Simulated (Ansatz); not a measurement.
C$_{3}$H$_{8}$O$_{2}$Si (`CC(C)O[Si]O`), charge 0, multiplicity 1.

(1) Give a relaxed structure at PBE0-D4/def2-TZVP (Ansatz). (An estimate is asked.)

Results:

(1) The calculation gave: 
Cartesian coordinates in Å:
```
C 0.462 -1.288 -0.896
C 0.107 0.132 -0.508
C -1.333 0.478 -0.817
O 0.326 0.292 0.891
Si 1.409 1.364 1.536
O 1.181 1.061 3.137
H 1.508 -1.501 -0.667
H -0.162 -1.996 -0.344
H 0.304 -1.445 -1.965
H 0.765 0.825 -1.054
H -1.536 0.364 -1.884
H -2.006 -0.182 -0.264
H -1.553 1.508 -0.532
H 0.529 0.389 3.366
```
Point group Cs.
This is one stationary point; other conformers may exist.
